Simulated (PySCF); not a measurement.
**Exercise with solution: chemical shift, span and skew from a shielding tensor**

Al(Cl)(Me)(SeH) (CH4AlClSe), SMILES [CH3][Al]([Cl])[SeH]. Atoms are numbered in the order given.

```xyz
8

Al    -0.4127     0.6616     0.0000
Cl     1.1962     2.0345     0.0000
C     -2.2483     1.3004     0.0000
H     -2.4323     1.9306    -0.8867
H     -2.9850     0.4821     0.0000
H     -2.4323     1.9306     0.8867
Se     0.2222    -1.5680     0.0000
H     -1.1843    -2.0206     0.0000
```
Charge 0, spin multiplicity 1.

Geometry: B3LYP-D3(BJ)/def2-SVP. The structure was generated by enumeration; whether it is a known compound was not checked. The values are those of a single conformer.

GIAO shieldings from PBE/pcSseg-1 run with PySCF, non-relativistic, no solvent. The symmetric part of the tensor of C3 has the principal values 173.7, 183.8, 194.0 ppm. The same nucleus in TMS has σ = 182.0 ppm at this level (PySCF, at its B3LYP-D3(BJ)/def2-TZVP geometry). Without spin–orbit terms, shifts of atoms bonded to Cl or Br come out too high.

**Question.** Work out the isotropic shielding, the ¹³C shift against TMS, the span and the skew.

**Answer.** 
σ(iso) = (σ11 + σ22 + σ33)/3 = 183.8 ppm. δ = σ(ref) − σ(iso) = 182.0 − (183.8) = -1.8 ppm.
Span Ω = σ33 − σ11 = 20.3 ppm. Skew κ = 3(σ(iso) − σ22)/Ω = 0.00. Tumbling in solution averages the tensor to δ; in a static solid the shielding alone would spread this spin-1/2 line over Ω.
